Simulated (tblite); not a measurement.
CH6P2Si.
SMILES with atom numbers: `[H]/[P:4]=[P:3]\[CH2:2][SiH3:1]` (hydrogens: H5, H6, H7 on Si1; H8, H9 on C2; H10 on P4)

Computed with GFN2-xTB (tblite), gas phase: L-BFGS steps from a force-field or distance-geometry start until the largest atomic force falls under 0.01 eV/Å.

At the end of the run (lengths in Å): Si1–C2 1.913, P4–H10 1.404, Si1–H5 1.462, C2–P3 1.854, P3=P4 2.031, Si1–H7 1.464, C2–H9 1.090, P3–P4–H10 98.6°, C2–P3–P4 106.3°, C2–Si1–H6 108.4°, H8–C2–H9 107.9°, Si1–C2–P3–P4 -88°, H8–C2–Si1–H5 64°, H8–C2–P3–P4 153°.

**Question.** These geometries were met on the way; a selection of coordinates is given. Order them by energy above the end point, lowest first.
A. Si1–C2 1.839, P4–H10 1.439, Si1–H5 1.496, C2–P3 1.888, P3=P4 2.001, Si1–H7 1.482, C2–H9 1.104, P3–P4–H10 116.6°, C2–P3–P4 114.5°, C2–Si1–H6 114.7°, H8–C2–H9 114.0°, Si1–C2–P3–P4 -82°, H8–C2–Si1–H5 53°, H8–C2–P3–P4 162°
B. Si1–C2 1.926, P4–H10 1.395, Si1–H5 1.452, C2–P3 1.849, P3=P4 2.028, Si1–H7 1.458, C2–H9 1.094, P3–P4–H10 99.2°, C2–P3–P4 111.1°, C2–Si1–H6 108.2°, H8–C2–H9 108.6°, Si1–C2–P3–P4 -87°, H8–C2–Si1–H5 58°, H8–C2–P3–P4 158°
C. Si1–C2 1.932, P4–H10 1.407, Si1–H5 1.452, C2–P3 1.849, P3=P4 2.034, Si1–H7 1.458, C2–H9 1.089, P3–P4–H10 107.9°, C2–P3–P4 114.8°, C2–Si1–H6 108.3°, H8–C2–H9 104.3°, Si1–C2–P3–P4 -84°, H8–C2–Si1–H5 59°, H8–C2–P3–P4 158°
D. Si1–C2 1.899, P4–H10 1.402, Si1–H5 1.478, C2–P3 1.879, P3=P4 2.031, Si1–H7 1.476, C2–H9 1.089, P3–P4–H10 101.9°, C2–P3–P4 113.4°, C2–Si1–H6 108.9°, H8–C2–H9 107.1°, Si1–C2–P3–P4 -85°, H8–C2–Si1–H5 57°, H8–C2–P3–P4 158°
E. Si1–C2 1.914, P4–H10 1.419, Si1–H5 1.458, C2–P3 1.849, P3=P4 2.038, Si1–H7 1.460, C2–H9 1.087, P3–P4–H10 114.4°, C2–P3–P4 114.4°, C2–Si1–H6 111.7°, H8–C2–H9 112.6°, Si1–C2–P3–P4 -83°, H8–C2–Si1–H5 55°, H8–C2–P3–P4 162°

**Answer.** B (0.040 eV), D (0.071 eV), C (0.123 eV), E (0.204 eV), A (0.339 eV).

```tsv
step	E above end (eV)	rms distance from the end, all atoms (Å)	largest force (eV/Å)	rms shift of all bonds from the end (Å)
13	0.040	0.088	0.304	0.007
9	0.071	0.129	0.428	0.012
5	0.123	0.170	0.545	0.008
2	0.204	0.200	0.614	0.006
0	0.339	0.209	2.106	0.034
```

Rows stand in the order of the answer.
